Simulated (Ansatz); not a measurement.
Start from `[F][Al]([SH])[Cl]` and change one atom or group to get `[NH2][Al]([F])[SH]`.

Ansatz, PBE0-D4/def2-TZVP geometries, multiplicity 1. Each molecule was computed in one conformer, which needn't be the lowest.

| property | `[F][Al]([SH])[Cl]` |
| --- | --- |
| HOMO–LUMO gap (B3LYP/def2-TZVPP) / eV | 6.71 |
| HOMO–LUMO gap (PBE0/def2-TZVPP) / eV | 7.27 |
| HOMO energy (B3LYP/def2-TZVPP) / eV | -8.04 |
| LUMO energy (PBE/def2-TZVPP) / eV | -1.88 |
| LUMO energy (PBE0/def2-TZVPP) / eV | -1.04 |
| HOMO energy (PBE0/def2-TZVPP) / eV | -8.31 |

Problem. Give the same properties after the change, and the shifts. (An estimate is asked.)

Solution. Computed: 
```csv
property,`[NH2][Al]([F])[SH]`,shift
HOMO–LUMO gap (B3LYP/def2-TZVPP) / eV,6.61,-0.10
HOMO–LUMO gap (PBE0/def2-TZVPP) / eV,7.17,-0.10
HOMO energy (B3LYP/def2-TZVPP) / eV,-7.32,0.72
LUMO energy (PBE/def2-TZVPP) / eV,-1.24,0.64
LUMO energy (PBE0/def2-TZVPP) / eV,-0.41,0.63
HOMO energy (PBE0/def2-TZVPP) / eV,-7.58,0.73
```

With PBE0 the HOMO rises by 0.73 eV and the LUMO rises by 0.63 eV, so the gap narrows by about 0.10 eV. PBE moves the HOMO by 0.83 eV and ωB97M-V by 0.67 eV. The zero-point energy changes by 62.8 kJ/mol with +6 modes.

B3LYP here is the variant with VWN-RPA as its local correlation; programs differ in this.
